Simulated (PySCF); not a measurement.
# Mayer bond orders and bond lengths

C₉H₁₂O.
Numbering: `[CH3:1][CH2:2][O:3][C:4]1=[CH:5][C@@H:6]2[CH:7]=[CH:8][C@H:9]1[CH2:10]2` (hydrogens: H11, H12, H13 on C1; H14, H15 on C2; H16 on C5; H17 on C6; H18 on C7; H19 on C8; H20 on C9; H21, H22 on C10)

Structure used (GFN2-xTB), in Å, numbered top down from 1:
```
atom  x, y, z in Å
C1     3.5326    0.5772   -0.6405
C2     2.1193    0.1004   -0.9308
O3     1.3308    0.3215    0.2248
C4     0.0473   -0.0766    0.1473
C5    -0.6769   -0.6481   -0.8138
C6    -2.0855   -0.8010   -0.2510
C7    -2.6153    0.6128   -0.0604
C8    -1.8876    1.1776    0.8913
C9    -0.8700    0.1443    1.3482
C10   -1.7318   -1.1221    1.2126
H11    4.1653    0.4138   -1.5084
H12    3.5240    1.6361   -0.3969
H13    3.9401    0.0320    0.2066
H14    2.1137   -0.9704   -1.1791
H15    1.6887    0.6506   -1.7793
H16   -0.4050   -0.9172   -1.8148
H17   -2.7345   -1.4909   -0.7832
H18   -3.4080    1.0383   -0.6458
H19   -1.9339    2.1772    1.2788
H20   -0.3630    0.3376    2.2880
H21   -1.1661   -2.0459    1.3273
H22   -2.5946   -1.1277    1.8783
```

Bond orders from the PBE0/pcSseg-1 density (PySCF). Isolated species at its GFN2-xTB geometry (one conformer only).

(1) Where do the orders between heavy atoms depart from those drawn in the SMILES?

(2) Set the Mayer orders of the bonds between heavy atoms beside their lengths.

## Answers

(1) The largest departure is 0.257, at C4–C5 (drawn double, 1.743).

(2) 
| bond | drawn as | length (Å) | Mayer order |
| --- | --- | --- | --- |
| C1–C2 | single | 1.520 | 1.076 |
| C2–O3 | single | 1.416 | 0.880 |
| O3–C4 | single | 1.346 | 1.064 |
| C4–C5 | double | 1.332 | 1.743 |
| C5–C6 | single | 1.525 | 0.942 |
| C6–C7 | single | 1.522 | 0.954 |
| C7–C8 | double | 1.325 | 1.859 |
| C8–C9 | single | 1.520 | 0.970 |
| C9–C10 | single | 1.538 | 0.959 |
| C9–C4 | single | 1.527 | 0.961 |
| C10–C6 | single | 1.540 | 0.957 |

By pair of heavy elements: C–C: lowest C5–C6 (0.942, 1.525 Å), highest C7–C8 (1.859, 1.325 Å). C–O: lowest C2–O3 (0.880, 1.416 Å), highest O3–C4 (1.064, 1.346 Å).

Task: And the bonds to hydrogen?

Result: C–H: 0.94 to 1.00 (12 bonds).

Task: Sum the orders of all bonds at each heavy atom with more than one neighbour and set the sums beside the valence in the SMILES.

Result: C1 3.962 (drawn 4), C2 3.831 (drawn 4), O3 1.944 (drawn 2), C4 3.768 (drawn 4), C5 3.664 (drawn 4), C6 3.835 (drawn 4), C7 3.807 (drawn 4), C8 3.825 (drawn 4), C9 3.868 (drawn 4), C10 3.828 (drawn 4). Orders between atoms that aren't bonded are not in these sums.

For a closed shell the Mayer order of atoms A and B is Σ (PS)μν (PS)νμ over the basis functions μ on A and ν on B, with P the density and S the overlap matrix.
